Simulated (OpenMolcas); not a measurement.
Co⁺.

```json
{"Program": "OpenMolcas 26.06", "Basis": "ANO-L-VTZP [6s5p3d2f1g]", "Scalar Hamiltonian": "non-relativistic, point nucleus", "Active space": "8 electrons in 5 orbitals (3d)", "State averaging": "2S+1 = 3 even, 10 roots; 2S+1 = 1 even, 15 roots", "Spin-orbit coupling": "state interaction with AMFI integrals over the reference wave functions, term energies averaged over their components"}
```

Two sets of levels on these reference wave functions, in cm-1 above 3d8 3F4: one from CASSCF and one from SS-CASPT2, IPEA 0.25 Eh, imaginary shift 0.1 Eh (closed shells correlated: 3s 3p).

| Level | Set 1 | Set 2 |
| --- | --- | --- |
| 3d8 3F4 | 0.0 | 0.0 |
| 3d8 3F3 | 972 | 974 |
| 3d8 3F2 | 1651 | 1634 |
| 3d8 1D2 | 14620 | 10630 |
| 3d8 3P2 | 17740 | 13860 |
| 3d8 3P1 | 18050 | 14180 |
| 3d8 3P0 | 18260 | 14370 |
| 3d8 1G4 | 22690 | 19040 |
| 3d8 1S0 | 54760 | 43590 |

Question: Which set is which?

Answer: Set 2 is SS-CASPT2. Its levels of the other terms of 3d8 lie at 0.73 to 0.84 of the other set's values, as expected, since terms of lower spin or lower L gain more correlation energy than the Hund ground term.

CASPT2 does not keep the components of a term degenerate, so their means are used; among the terms shown or strongly mixed into the levels shown the widest spread is 1000 cm-1 (3d8 1G, SS-CASPT2). Without dynamic correlation excited terms often stand tens of per cent too high (terms of higher spin than the ground term too low), and those without a measured partner can miss by more than the paired ones (holds for CASSCF). Only configurations of the active space appear.
